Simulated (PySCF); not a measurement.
**Cd (cadmium, neutral) across methods**

[Kr] 4d10 5s1 6s1, high-spin 3S determinant (an excited configuration). Computed with PySCF 2.14 in aug-cc-pVTZ-PP with ECP28MDF (6s6p5d3f2g, 88 functions), with scalar relativity through the core potential. The B2PLYP total includes its PT2 part (frozen core); its orbital energies are those of the SCF part.

```csv
method,E (hartree),mean ε 4d β (eV),mean ε 5s α (eV),mean ε 6s α (eV),Σ⟨r²⟩ (bohr²),⟨S²⟩
B2PLYP,-167.3544,-20.816,-11.326,-2.002,112.6,2.001
r2SCAN0,-167.5251,-19.000,-10.894,-1.865,111.8,2.002
r2SCAN,-167.5566,-16.872,-10.151,-1.650,111.6,2.002
wB97M-V,-167.4376,-21.204,-12.565,-2.197,109.4,2.000
PBE0,-167.5050,-18.698,-10.693,-1.956,111.9,2.001
LDA,-167.2025,-16.699,-10.292,-1.699,110.1,2.001
PBE,-167.5102,-16.492,-9.963,-1.716,111.4,2.001
PW91,-167.5817,-16.564,-10.047,-1.720,111.3,2.001
```

Estimate the same row for UHF.

E (hartree) = -166.65726; mean ε 4d β (eV) = -24.388; mean ε 5s α (eV) = -12.250; mean ε 6s α (eV) = -2.408; Σ⟨r²⟩ (bohr²) = 114.0; ⟨S²⟩ = 2.001.

Energies and moments cover only the electrons outside the core potential. The outer electron is Rydberg-like, and this basis confines it to a smaller radius and binds it less than a complete one would.
